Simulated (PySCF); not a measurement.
Two-component Hartree-Fock for W⁺ (tungsten, charge +1)

Start: [Xe] 4f14 5d4 6s1; 5d3/2 filled at m_j = -3/2, -1/2, +1/2, +3/2; 6s1/2 filled at m_j = +1/2. Calculated with PySCF 2.14 in x2c-TZVPall-2c (11s11p10d2f, 108 functions): generalised Hartree-Fock with the X2C-1e Hamiltonian and a Gaussian nucleus; one run each with spin-orbit coupling (SO) switched off, then screened by Boettger's factors.

```
spinor shell  electrons  ε, spin-free (eV)  ε, screened SO (eV)  weight of nominal j (screened SO)  rms radius, screened SO (bohr)
       1s1/2          2           -69908.0             -69886.5                              1.000                          0.0208
       2s1/2          2           -12213.9             -12207.0                              1.000                          0.0838
       2p1/2          2           -10686.1             -11652.6                              1.000                          0.0713
       2p3/2          4           -10686.1             -10294.1                              1.000                          0.0787
       3s1/2          2            -2880.8              -2878.5                              1.000                           0.214
       3p1/2          2            -2420.6              -2631.9                              1.000                           0.206
       3p3/2          4            -2420.6              -2333.2                              1.000                           0.221
       3d3/2          4            -1885.3              -1922.8                              1.000                           0.195
       3d5/2          6            -1885.3              -1858.2                              1.000                           0.199
       4s1/2          2            -632.51              -631.68                              1.000                           0.478
       4p1/2          2            -478.83              -528.18                              1.000                           0.486
       4p3/2          4            -478.83              -458.11                              1.000                           0.520
       4d3/2          4            -280.11              -287.73                              0.999                           0.544
       4d5/2          6            -280.11              -274.24                              1.000                           0.556
       5s1/2          2            -101.13              -100.90                              1.000                            1.15
       5p1/2          2            -60.144              -69.004                              0.932                            1.29
       4f5/2          6            -57.405              -58.350                              0.983                           0.673
       5p3/2          4            -60.144              -56.133                              0.942                            1.36
       4f7/2          8            -57.405              -55.961                              0.981                           0.678
       5d3/2          4            -17.850              -17.871                              0.604                            2.09
       6s1/2          1            -15.325              -15.263                              0.998                            3.21
```

```
   quantity     spin-free   screened SO
E (hartree)  -16130.35190  -16149.36130
        M_J           1/2           1/2
       ⟨J²⟩         4.760         4.028
       ⟨L²⟩         6.004         5.943
       ⟨S²⟩         8.756         8.620
```

The determinant has a definite M_J but mixes levels of different J.

Each row is a mean over spinors that exchange with the open shell spreads, by up to 4.386 eV (5p3/2).

Rows whose weight is well below 1 are mixtures of j = l ± 1/2: exchange outweighs spin-orbit coupling there, and the label is only the starting occupation.

Breit and QED terms are absent; they matter most for the inner s and p1/2 levels.

Densities and radii are taken from the X2C orbitals without a picture-change correction, which distorts them close to the nucleus.

Without spin-orbit coupling the j labels of p, d and f shells carry no meaning; the spin-free column gives the mean over the occupied spinors of each nl shell, and its ⟨J²⟩ belongs to a mixture of degenerate components.
